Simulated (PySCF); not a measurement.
## A series of related molecules

The calculation used PySCF, quadratic response CAM-B3LYP/aug-cc-pVDZ first hyperpolarisability, Taylor convention, gas phase. Geometry: PBE0-D3(BJ)/def2-SVP.

Each molecule in one low-energy conformer.

The calculation is non-relativistic, which matters for the atoms heavier than Zn.

(1) How does the norm of the vector part βᵢ = ⅓ Σⱼ (βᵢⱼⱼ + βⱼᵢⱼ + βⱼⱼᵢ) of the static first hyperpolarisability change along this series?
- Nc1ccc(Br)cc1 (H on C replaced by NH2)
- Sc1ccc(Br)cc1 (H on C replaced by SH)
- OCc1ccc(Br)cc1 (H on C replaced by CH2OH)
- O=Cc1ccc(Br)cc1 (H on C replaced by CHO)
- C=Cc1ccc(Br)cc1 (H on C replaced by vinyl)
- COc1ccc(Br)cc1 (H on C replaced by OCH3)

Results:

(1) 
| molecule | static β vector norm (au) | static β HRS (au) | S1 (eV) |
| --- | --- | --- | --- |
| Nc1ccc(Br)cc1 | 261 | 113 | 4.61 |
| Sc1ccc(Br)cc1 | 121 | 69 | 4.76 |
| OCc1ccc(Br)cc1 | 109 | 41 | 5.17 |
| O=Cc1ccc(Br)cc1 | 649 | 284 | 3.85 |
| C=Cc1ccc(Br)cc1 | 440 | 178 | 4.75 |
| COc1ccc(Br)cc1 | 229 | 95 | 4.90 |

The norm of the vector part βᵢ = ⅓ Σⱼ (βᵢⱼⱼ + βⱼᵢⱼ + βⱼⱼᵢ) of the static first hyperpolarisability is lowest for OCc1ccc(Br)cc1 and highest for O=Cc1ccc(Br)cc1.
